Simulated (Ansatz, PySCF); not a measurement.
Atom: rubidium atom, Rb (charge 0, doublet).

Quantity: ionisation energy to the singlet, in eV. Conventions: UHF or UKS for open shells; valence correlation only (noble-gas shells and the d and f shells of earlier blocks; the outer core of K, Ca and congeners matters and is frozen too); STO-3G and 3-21G all-electron and non-relativistic; def2 sets with scalar-relativistic core potentials past Kr; LANL2DZ with its own core potentials from Na on; each state is the SCF solution reached for its charge and spin; no spin-orbit coupling.

```tsv
level	program	ionisation energy to the singlet (eV)
HF/LANL2DZ	Ansatz	3.80
PBE/LANL2DZ	Ansatz	4.26
B3LYP/STO-3G	Ansatz	0.23
B3LYP/3-21G	Ansatz	4.22
M06-2X/LANL2DZ	PySCF	4.10
MP2/LANL2DZ	Ansatz	3.80
M06-2X/def2-TZVPD	PySCF	4.12
wB97M-V/def2-TZVPD	Ansatz	4.04
wB97X-V/def2-TZVPD	Ansatz	4.01
```

No value to compare with is used here. The 6 habitual levels span 0.23 (B3LYP/STO-3G) to 4.26 eV (PBE/LANL2DZ); wB97X-V/def2-TZVPD gives 4.01.

The levels are drawn from those run, B3LYP/6-31G* more often than the rest, none by its result; runs whose electronic state is in doubt are left out.

Ansatz is a quantum-chemistry and plane-wave program.
